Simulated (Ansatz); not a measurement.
Ansatz results at the PBE0-D4/def2-TZVP geometry: HOMO energy (B3LYP/def2-TZVPP) -7.16 eV; size of the dipole moment (B3LYP/def2-TZVPP) 1.02 D; HOMO–LUMO gap (ωB97M-V/def2-TZVPP) 9.23 eV.

(1) Which molecule gave them?
A. `C[NH][Al]([CH3])[F]`
B. `[CH3][AlH][Cl]`
C. `[F][AlH2]`
D. `[CH3][AlH][SiH3]`

Results:

(1) D. The others give `[CH3][AlH][Cl]`: -7.99, 1.81, 10.90; `[F][AlH2]`: -8.62, 1.35, 11.24; `C[NH][Al]([CH3])[F]`: -6.63, 2.04, 10.68.

B3LYP here is the variant with VWN-RPA as its local correlation; programs differ in this.
